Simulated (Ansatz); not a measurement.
Ansatz (an electronic-structure program) input (CCSD(T)/cc-pV(D+d)Z):
A basis named .json is the Basis Set Exchange file of that set.

Ansatz 0.2 input:
```yaml
crystal:
  periodic: [false, false, false]
  atoms:
    - {symbol: Si, position_ang: [-0.06649161, 0.07389832, -0.35075543]}
    - {symbol: C, position_ang: [1.39093601, -1.05817647, -0.10804809]}
    - {symbol: C, position_ang: [-1.57766350, -0.49942914, 0.57241876]}
    - {symbol: F, position_ang: [0.33538231, 1.53770493, 0.20049067]}
    - {symbol: H, position_ang: [-0.36669301, 0.23569280, -1.79326502]}
    - {symbol: H, position_ang: [1.17227444, -2.05324066, -0.50385585]}
    - {symbol: H, position_ang: [2.27447544, -0.67845801, -0.62450024]}
    - {symbol: H, position_ang: [1.63530891, -1.16334501, 0.95121558]}
    - {symbol: H, position_ang: [-2.40456088, 0.20222630, 0.44803552]}
    - {symbol: H, position_ang: [-1.90543890, -1.47395602, 0.20162224]}
    - {symbol: H, position_ang: [-1.37255940, -0.59720655, 1.64068369]}
basis:
  gaussian:
    orbitals: cc-pV_D+d_Z.json
magnetization: {spin_polarized: false}
correlation: {method: ccsd_t, electrons: outside_noble_gas}
```

Output:

```
Functional definition: HF
integrals: 0.12 GiB planned
947 factors; integrals over basis functions are off by at most 1.0e-3 eV
mean field: 0.33 GiB planned
mean field evaluation 1: about -12739.6823 eV, gradient 3.4e1 eV
mean field evaluation 2: about -12739.7436 eV, gradient 3.4e1 eV
mean field evaluation 4: about -12742.5214 eV, gradient 3.3e0 eV
mean field evaluation 8: about -12742.5584 eV, gradient 1.2e-4 eV
mean field evaluation 16: about -12742.4479 eV, gradient 3.2e0 eV
mean field -12742.55842701 eV, -468.2803849762 hartree, gradient 8.4e-7 eV, S^2 0.000000; 0 other end points of the search recorded, 0 dependent functions left out
8 core orbitals not correlated
reference -12742.55842701 eV, -468.2803849762 hartree; 13, 13 occupied and 79, 79 virtual orbitals, 947 factors
second order -15.76443575 eV of doubles, -0.00000000 eV of singles
coupled cluster: 0.36 GiB planned
cycle   1  -16.61651561 eV  change   -8.5e-1 eV  update   8.4e-2
cycle   2  -17.00771939 eV  change   -3.9e-1 eV  update   2.4e-2
cycle   3  -17.09643082 eV  change   -8.9e-2 eV  update   1.2e-2
cycle   4  -17.09647060 eV  change   -4.0e-5 eV  update   2.3e-3
cycle   5  -17.09616375 eV  change    3.1e-4 eV  update   7.2e-4
cycle   6  -17.09624477 eV  change   -8.1e-5 eV  update   1.8e-4
cycle   7  -17.09622419 eV  change    2.1e-5 eV  update   5.9e-5
cycle   8  -17.09621781 eV  change    6.4e-6 eV  update   1.6e-5
perturbative correction -0.38378325 eV, -0.0141037743 hartree
Total energy: -12760.03842806 eV, -468.9227631667 hartree
```
